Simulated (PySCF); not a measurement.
TaO2, SMILES [O]=[Ta]=[O] (connectivity only; charge and spin as stated), neutral, multiplicity 2.

Geometry optimised at PBE-D3(BJ)/def2-TZVP. The spin state was assumed, not searched. The def2 effective core potentials stand for the cores of Ta; spin–orbit coupling is left out.

Two levels are set side by side: PBE/def2-TZVPD (PySCF) and B3LYP/def2-TZVPD (PySCF). Same geometry, gas phase. Differences are taken from unrounded values.

```tsv
quantity	PBE
α-spin orbital gap (eV)	1.89
β-spin orbital gap (eV)	2.47
dipole moment (D)	5.14
mean polarisability (bohr³)	62.9
```

Q: These are the PBE values. What does B3LYP give? (An estimate is asked for; the answer gives what the named calculation found.)

A: 
| quantity | B3LYP | PBE minus B3LYP |
|---|---|---|
| α-spin orbital gap (eV) | 3.28 | -1.38 |
| β-spin orbital gap (eV) | 4.00 | -1.53 |
| dipole moment (D) | 5.58 | -0.44 |
| mean polarisability (bohr³) | 61.3 | 1.6 |

Rough cost on one machine, each run with all the roots and properties that it gave: B3LYP against PBE within a factor of 2.
